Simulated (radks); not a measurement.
Fractional charge and spin in the 4s shell of scandium: the spin-up occupation runs from 0 to 1 and the spin-down occupation from 0 to 1; the fullest corner is Sc, [Ar] 3d(up 0.5, down 0.5) 4s(up 1, down 1). All-electron calculation, non-relativistic Kohn-Sham, BLYP, spin-polarised, spherical densities, point nucleus. Program: a radial shooting solver on a logarithmic mesh with Libxc functionals. Energy (eV) above the fullest corner. The planes named below are the two flat planes that join the four corners, with an edge along up + down = one added electron.

| down \ up | 0 | 0.5 | 1 |
|---|---|---|---|
| 0 | 19.611 | 12.356 | 6.615 |
| 0.5 | 12.356 | 6.779 | 2.641 |
| 1 | 6.615 | 2.641 | 0.000 |

Corners above the fullest one (they belong to Sc+ and the next ion): (up 1, down 0) 6.615 eV, (up 0, down 1) 6.615 eV, (up 0, down 0) 19.611 eV. With half an added electron in each spin the energy lies 0.163 eV from the planes, and with half an added electron in spin up alone -0.757 eV. The planes are only a guide here: the flat-plane condition holds for ground states with one frontier orbital, while this shell lies below other occupied shells, so the corners above the fullest one are inner-hole states and not the ground states of those ions.
